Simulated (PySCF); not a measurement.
Si(F)2(SiH3)2 (F2H6Si3), SMILES F[Si](F)([SiH3])[SiH3].

Geometry: TPSSh-D3(BJ)/def2-SVP.

Two levels are set side by side: PBE/def2-TZVP (PySCF) and HF/def2-TZVP (PySCF). Same geometry, gas phase. Differences are taken from unrounded values.

| quantity | HF | PBE | PBE minus HF |
|---|---|---|---|
| orbital gap (eV) | 12.79 | 4.97 | -7.82 |
| highest occupied level (eV) | -10.64 | -6.80 | 3.83 |
| lowest empty level (eV) | 2.15 | -1.83 | -3.98 |
| dipole moment (D) | 2.03 | 1.67 | -0.36 |
| mean polarisability (bohr³) | 75.8 | 88.0 | 12.1 |

PBE's occupied levels lie high since its potential decays too fast outside the molecule; exact exchange lowers them and widens the gap. PBE's more diffuse valence density responds more strongly to a field. Differences between two approximate levels are no errors against the true value.

Rough cost on one machine, each run with all the roots and properties that it gave: HF against PBE about 1/3.
